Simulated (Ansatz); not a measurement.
Harmonic frequencies (cm⁻¹) at PBE0-D4/def2-TZVP from Ansatz: 94, 199, 227, 456, 601, 753, 1532, 3498, 3608.

Each molecule was computed in one conformer, which needn't be the lowest.

(1) Which molecule is it?
A. `C#[C][SnH2]`•
B. `[SH][Al][Cl]`•
C. `[NH2][In][Br]`•
D. `C#[C][GeH][F]`•

Answers

(1) C.
